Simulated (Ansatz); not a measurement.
Ansatz (a first-principles code) input (PBE/6-31G* with LANL2DZ past Ar): The .json file joins the Basis Set Exchange's 6-31G* for atoms up to Ar and LANL2DZ past it.

Ansatz 0.2 input:
```yaml
crystal:
  periodic: [false, false, false]
  atoms:
    - {symbol: Ge, position_ang: [-0.03010674, -0.04440254, -0.05546388]}
    - {symbol: H, position_ang: [0.64973470, -0.63247593, 1.29875633]}
    - {symbol: H, position_ang: [-0.88408644, 1.06107216, 0.77554240]}
    - {symbol: H, position_ang: [1.19776738, 0.99228490, -0.29945444]}
basis:
  gaussian:
    orbitals: 6-31Gs+LANL2DZ.json
hamiltonian:
  xc: {name: PBE}
total_charge: -1
relax: {f_tol: 0.003, max_steps: 120}
```

What final total energy does it give?

-5.54113 Eh.
